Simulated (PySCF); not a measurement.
**BH3O3**

BH3O3 is a small molecule, neutral, singlet. The structure, one conformer, was relaxed in the gas phase by PBE0-D3(BJ)/def2-SVP. No frequency run checks that it is a minimum.

SMILES: OB(O)O

| atom | x (Å) | y (Å) | z (Å) |
| --- | --- | --- | --- |
| O1 | 1.247 | 0.508 | 0.234 |
| B2 | 0.014 | -0.019 | -0.015 |
| O3 | -1.029 | 0.804 | -0.326 |
| O4 | -0.178 | -1.368 | 0.048 |
| H5 | 1.889 | -0.178 | 0.442 |
| H6 | -0.758 | 1.727 | -0.333 |
| H7 | -1.090 | -1.601 | -0.148 |

Shieldings: GIAO PBE0/pcSseg-2. Shifts are against computed references at the same level: H TMS (σ 31.24 ppm). Core levels by delta-SCF with SCAN, pcX-2 on the ionised atom and pcseg-1 elsewhere, spin-free X2C; from the vacuum level, for chosen atoms.

(1) Give the shieldings and core levels atom by atom.

(2) By CAM-B3LYP/def2-SVPD (TDDFT singlets, Tamm-Dancoff triplets, ionisation by delta-SCF), where does absorption start, and what does vertical ionisation take?

## Answers

(1) 
| atoms | bonded to | σ (ppm) | δ (ppm) | core level (eV) |
| --- | --- | --- | --- | --- |
| O1 O3 O4 | 1 B + 1 H | 253.6 | - | 1s 539.34 |
| B2 | 3 O | 80.1 | - | 1s 198.44 |
| H5 H6 H7 | 1 O | 28.42 | 2.83 | - |

Values are those of this one static structure; atoms that internal rotation interchanges would show their mean in an NMR spectrum.

(2) The first singlet with intensity lies at 9.13 eV (f 0.061); what lies below it is dark. The lowest singlet lies at 8.09 eV (f 0.000), the strongest of the first 6 at 9.13 eV (f 0.061), the lowest triplet at 7.84 eV; vertical ionisation takes 13.55 eV.

The 3 runs behind this took 42 s in all, one thread each of Arm Neoverse V1 on a shared host, launched as `OMP_NUM_THREADS=1 python cluster_run.py task.json out`.
